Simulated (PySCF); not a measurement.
Compound: C₅H₆F₃N₃.
Bonds: C1–C2, C2–C3 (aromatic), C3–N4 (aromatic), N4–C5, C5–C6, C6–F7, C6–F8, C6–F9, N4–N10 (aromatic), N10–N11 (aromatic), C2–N11 (aromatic). Hydrogens: H12, H13, H14 on C1; H15 on C3; H16, H17 on C5.

Probes without a nucleus sit at each ring's centroid and 1 Å off its mean plane on both sides; NICS is minus the shielding there, NICSzz its component along the normal. Level: GIAO PBE0/pcSseg-1 (PySCF, non-relativistic, gas phase) on the GFN2-xTB geometry, one conformer.

Ring bond lengths (Å), with Mayer bond orders in brackets: C2–C3 1.379 (1.43), C3–N4 1.359 (1.11), N4–N10 1.334 (1.16), N10–N11 1.272 (1.49), N11–C2 1.353 (1.34).

Question: Give the NICS values of each ring in ppm.

Answer: 
```json
{"ring": "C2–C3–N4–N10–N11", "type": "5-membered ring with 3 N; formal bonds all aromatic", "NICS(0)": "-12.6", "NICS(1), two faces": "-12.9 / -12.8", "NICS(1)zz, two faces": "-32.6 / -31.4", "rms pucker (Å)": "0.00", "centre to ring atoms, mean (Å)": "1.14"}
```

Question: What can be read from them?

Answer: 
- C2–C3–N4–N10–N11: mean NICS(1)zz -32.0 ppm, shielded. The ring is flat and has no four-coordinate atom; by the NICS criterion it is aromatic.

Question: What does the geometric index give? HOMA = 1 − mean of α(R − Ropt)² over the ring bonds, with Krygowski's 1993 parameters (CC: Ropt 1.388 Å, α 257.7 Å⁻²; CN: Ropt 1.334 Å, α 93.52 Å⁻²; NN: Ropt 1.309 Å, α 130.33 Å⁻²).

Answer: 
- C2–C3–N4–N10–N11: HOMA 0.92; the largest term is that of N10–N11, α(R − Ropt)² = 0.18. The geometric and the magnetic index point the same way.

Question: Give the inner angles of the rings and the Hirshfeld charges of the ring atoms.

Answer: 
- C2–C3–N4–N10–N11: C2 107.3° (+0.021 e), C3 104.3° (-0.038 e), N4 109.7° (+0.031 e), N10 108.7° (-0.080 e), N11 110.0° (-0.137 e); sum 540.0° against 540° for a flat convex ring.

The run took 39 s wall on one thread, Arm Neoverse V2 (aarch64) (shared host), and the process peaked at 0.95 GiB of memory. This is the whole shielding run at PBE0/pcSseg-1, SCF included.

Shape of the structure used: `[CH3:1][c:2]1[cH:3][n:4]([CH2:5][C:6]([F:7])([F:8])[F:9])[n:10][n:11]1`: C3–N4–C5–C6 -66°, N4–C5–C6–F7 -177°.
